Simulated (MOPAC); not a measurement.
A run for MOPAC: AM1 on aminoborane (SMILES BN), a point of a bond scan (R = 3.221 Å).

```
AM1 1SCF PRECISE CHARGE=0 THREADS=1
BH4N

B     -0.77598333 1     0.04477233 1    -0.00303336 1
N      0.60927771 1    -0.03515382 1     0.00238170 1
H     -2.49813086 1    -2.67587095 1    -0.07869597 1
H     -1.29389237 1     1.11910141 1     0.02047198 1
H      1.20971392 1     0.77280035 1     0.02532482 1
H      1.11296685 1    -0.90681330 1    -0.01624534 1
```

Program output:

```
*******************************************************************************
 **                                                                           **
 **                              MOPAC v23.2.5                                **
 **                                                                           **
 *******************************************************************************
 ** MOPAC's Digital Object Identifier: https://doi.org/10.5281/zenodo.6511958 **
 **                                                                           **
 ** Please cite the open-source release paper for use of this MOPAC version:  **
 ** J. E. Moussa and J. J. P. Stewart (2026)                                  **
 ** MOPAC: An open-source semiempirical molecular orbital program             **
 ** J. Open Source Softw., 11(119), 8025, https://doi.org/10.21105/joss.08025 **
 *******************************************************************************

                              AM1 CALCULATION RESULTS

 *******************************************************************************
 *  AM1        - The AM1 Hamiltonian to be used
 *
 *
 *
 *                 CHARGE ON SYSTEM = 0
 *
 *
 *
 *  PRECISE    - TIGHTER CRITERIA TO BE USED
 *  1SCF       - DO 1 SCF AND THEN STOP
 *  THREADS=1  - MULTI-THREADING NOT USED
 *  T=         - A TIME OF 172800.0 SECONDS REQUESTED
 *  DUMP=N     - RESTART FILE WRITTEN EVERY 7200.0 SECONDS REQUESTED
 *******************************************************************************
AM1 1SCF PRECISE CHARGE=0 THREADS=1
 BH4N

   ATOM   CHEMICAL          X               Y               Z
  NUMBER   SYMBOL      (ANGSTROMS)     (ANGSTROMS)     (ANGSTROMS)

     1       B         -0.77598333  *   0.04477233  *  -0.00303336  *
     2       N          0.60927771  *  -0.03515382  *   0.00238170  *
     3       H         -2.49813086  *  -2.67587095  *  -0.07869597  *
     4       H         -1.29389237  *   1.11910141  *   0.02047198  *
     5       H          1.20971392  *   0.77280035  *   0.02532482  *
     6       H          1.11296685  *  -0.90681330  *  -0.01624534  *



          CARTESIAN COORDINATES

    NO.       ATOM           X           Y           Z

     1         B         -0.7760      0.0448     -0.0030
     2         N          0.6093     -0.0352      0.0024
     3         H         -2.4981     -2.6759     -0.0787
     4         H         -1.2939      1.1191      0.0205
     5         H          1.2097      0.7728      0.0253
     6         H          1.1130     -0.9068     -0.0162

  H: (AM1): M.J.S. DEWAR ET AL, J. AM. CHEM. SOC. 107 3902-3909 (1985)
  B: (AM1): M.J.S. DEWAR ET AL, ORGANOMETALLICS, 7, 513-521 (1988)
  N: (AM1): M.J.S. DEWAR ET AL, J. AM. CHEM. SOC. 107 3902-3909 (1985)

           Empirical Formula: H4 N B  =     6 atoms



      MOLECULAR POINT GROUP   :   Cs


      RHF CALCULATION, NO. OF DOUBLY OCCUPIED LEVELS = 6


 -------------------------------------------------------------------------------
 AM1 1SCF PRECISE CHARGE=0 THREADS=1
 BH4N



     1SCF WAS SPECIFIED, SO BFGS WAS NOT USED
     SCF FIELD WAS ACHIEVED


                              AM1 CALCULATION
                                                       MOPAC v23.2.5 Linux




          FINAL HEAT OF FORMATION =        141.25755 KCAL/MOL =     591.02159 KJ/MOL


          COSMO AREA              =         86.27 SQUARE ANGSTROMS
          COSMO VOLUME            =         61.91 CUBIC ANGSTROMS

          IONIZATION POTENTIAL    =          6.431979 EV
          HOMO LUMO ENERGIES (EV) =         -6.432 -1.739
          NO. OF FILLED LEVELS    =          6
          MOLECULAR WEIGHT        =         28.8483         POINT GROUP:  Cs

          MOLECULAR DIMENSIONS (Angstroms)

            Atom       Atom       Distance
            H     5    H     3     5.06481
            H     6    H     4     3.12296
            N     2    B     1     0.00000


          SCF CALCULATIONS        =          1





   ATOM   CHEMICAL          X               Y               Z
  NUMBER   SYMBOL      (ANGSTROMS)     (ANGSTROMS)     (ANGSTROMS)

     1       B         -0.77598333  *   0.04477233  *  -0.00303336  *
     2       N          0.60927771  *  -0.03515382  *   0.00238170  *
     3       H         -2.49813086  *  -2.67587095  *  -0.07869597  *
     4       H         -1.29389237  *   1.11910141  *   0.02047198  *
     5       H          1.20971392  *   0.77280035  *   0.02532482  *
     6       H          1.11296685  *  -0.90681330  *  -0.01624534  *

                             CARTESIAN COORDINATES

   1    B       -0.775983330     0.044772330    -0.003033360
   2    N        0.609277710    -0.035153820     0.002381700
   3    H       -2.498130860    -2.675870950    -0.078695970
   4    H       -1.293892370     1.119101410     0.020471980
   5    H        1.209713920     0.772800350     0.025324820
   6    H        1.112966850    -0.906813300    -0.016245340


           Empirical Formula: H4 N B  =     6 atoms



      MOLECULAR POINT GROUP   :   Cs


                  EIGENVALUES
 -33.84057 -20.22871 -17.26706 -13.81255 -11.50421  -6.43198  -1.73908   2.67214
   3.36652   4.29093   6.15345   7.15327


              NET ATOMIC CHARGES AND DIPOLE CONTRIBUTIONS

  ATOM NO.   TYPE          CHARGE      No. of ELECS.   s-Pop       p-Pop
    1          B           0.206942        2.7931     1.42635     1.36670
    2          N          -0.469168        5.4692     1.48160     3.98757
    3          H          -0.148878        1.1489     1.14888
    4          H          -0.000266        1.0003     1.00027
    5          H           0.203688        0.7963     0.79631
    6          H           0.207682        0.7923     0.79232
 DIPOLE           X         Y         Z       TOTAL
 POINT-CHG.     1.937     1.887     0.056     2.705
 HYBRID         0.891     0.085     0.007     0.896
 SUM            2.829     1.972     0.063     3.449


          ATOMIC ORBITAL ELECTRON POPULATIONS

     Atom    s        px        py        pz
    1  B   1.42635   0.59432   0.50944   0.26295
    2  N   1.48160   1.14842   1.10236   1.73679
    3  H   1.14888
    4  H   1.00027
    5  H   0.79631
    6  H   0.79232

 **********************
 *                    *
 * JOB ENDED NORMALLY *
 *                    *
 **********************




 == MOPAC DONE ==
```

The run finished.

Cost: very roughly 0.03 core-seconds.
